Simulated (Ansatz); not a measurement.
Start from `ClC1(Br)C[SiH2]1` and change one atom or group to get `ClC1C[SiH2]1`.

Ansatz, PBE0-D4/def2-TZVP geometries, multiplicity 1. 

Scalar relativity is left out up to krypton.

```
                                                                                  property  `ClC1(Br)C[SiH2]1`
                                                   HOMO–LUMO gap (ωB97M-V/def2-TZVPP) / eV               10.20
                                        size of the dipole moment (ωB97M-V/def2-TZVPP) / D                2.46
                                          size of the dipole moment (B3LYP/def2-TZVPP) / D                2.44
                                                      HOMO–LUMO gap (PBE0/def2-TZVPP) / eV                6.20
                                                         LUMO energy (PBE/def2-TZVPP) / eV               -1.85
ideal-gas entropy at 298 K and 1 bar (rigid rotor, harmonic PBE0-D4/def2-TZVP) / J/(mol·K)                 346
```

Question: What does the change do to each property? (Estimate.)

Answer: Ansatz gave: 
```json
{"property": "HOMO–LUMO gap (ωB97M-V/def2-TZVPP) / eV", "`ClC1C[SiH2]1`": "10.63", "shift": "0.43"}
{"property": "size of the dipole moment (ωB97M-V/def2-TZVPP) / D", "`ClC1C[SiH2]1`": "2.03", "shift": "-0.43"}
{"property": "size of the dipole moment (B3LYP/def2-TZVPP) / D", "`ClC1C[SiH2]1`": "1.99", "shift": "-0.45"}
{"property": "HOMO–LUMO gap (PBE0/def2-TZVPP) / eV", "`ClC1C[SiH2]1`": "6.77", "shift": "0.57"}
{"property": "LUMO energy (PBE/def2-TZVPP) / eV", "`ClC1C[SiH2]1`": "-1.10", "shift": "0.75"}
{"property": "ideal-gas entropy at 298 K and 1 bar (rigid rotor, harmonic PBE0-D4/def2-TZVP) / J/(mol·K)", "`ClC1C[SiH2]1`": "305", "shift": "-41"}
```

With PBE0 the HOMO rises by 0.14 eV and the LUMO rises by 0.69 eV, so the gap widens by about 0.55 eV. PBE moves the HOMO by 0.13 eV and ωB97M-V by 0.11 eV. Dipoles are sizes alone; their direction can turn.

B3LYP here is the variant with VWN-RPA as its local correlation; programs differ in this.

Spin–orbit coupling is left out; it splits and shifts lone-pair levels of the heavy atoms by tenths of an eV.
